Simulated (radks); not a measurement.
Results of a calculation; reference values are marked as such.
Ionisation of neutral copper, [Ar] 3d10 4s1, to [Ar] 3d10 as the strength of local exchange is varied. Code: a radial shooting solver on a logarithmic mesh with Libxc functionals. Model: non-relativistic Kohn-Sham, Slater X-alpha exchange (alpha = 2/3 is LDA exchange), no correlation, spin-unpolarised, spherical densities, point nucleus.

alpha  E(Cu) (hartree)  exchange (hartree)  IE (eV)  -e of the level emptied (eV)  <r> of it (bohr)
0.556      -1625.01394           -51.12564    6.683                    3.282 (4s)             3.131
0.636      -1632.38915           -58.78383    7.073                    3.631 (4s)             3.065
0.667      -1635.25725           -61.77162    7.228                    3.771 (4s)             3.040
0.849      -1652.21039           -79.53949    8.170                    4.651 (4s)             2.897
0.938      -1660.57175           -88.36830    8.650                    5.112 (4s)             2.831

NIST Atomic Spectra Database: 7.726 eV (measured). The Delta-SCF value meets it near alpha = 0.76. Spin polarisation and multiplet splitting are left out, so open shells lie too high by an amount that depends on their filling.

Beside tabulated values, note that spin-unpolarised runs miss the spin-polarisation part of the exchange energy of open shells.
